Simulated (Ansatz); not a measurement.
The cation of OSn, SMILES `[O]=[Sn]` at the neutral geometry.

```yaml
crystal:
  periodic: [false, false, false]
  atoms:
    - {symbol: O, position_ang: [-0.000000, 0.000000, -0.007106]}
    - {symbol: Sn, position_ang: [0.000000, -0.000000, 1.810686]}
basis:
  gaussian: {orbitals: def2-TZVPP}
total_charge: 1
magnetization: {spin_polarized: true, initial_magnetization: 1}
hamiltonian: {xc: {name: wB97X-V}}
```

```sh
$ ansatz run in.yaml --threads 2 --pin off --events-out ev --progress --plain --max-ram 32768MiB --backend cpu
```

Shortened log:

```
Functional definition: wB97X-V
583 factors; their error is unknown
112 factors; integrals over basis functions are off by at most 7.1e-5 eV
mean field evaluation 1: about -7837.3182 eV, gradient 8.7e1 eV
mean field evaluation 2: about -7644.1326 eV, gradient 1.6e2 eV
mean field evaluation 4: about -7866.4798 eV, gradient 1.4e1 eV
mean field evaluation 8: about -7867.7752 eV, gradient 5.9e-1 eV
mean field evaluation 16: about -7867.8371 eV, gradient 1.6e-3 eV
mean field -7867.92546528 eV, -289.1409277777 hartree, gradient 1.3e-6 eV, S^2 0.754227; 3 other end points of the search recorded, 0 dependent functions left out
reference -7867.92546406 eV, -289.1409277328 hartree; 15, 14 occupied and 66, 67 virtual orbitals, 583 factors
Total energy: -7867.92546406 eV, -289.1409277328 hartree
```

Run time 12 s (2 threads of an AMD EPYC 7R13 on a shared host); peak host memory 0.27 GiB.
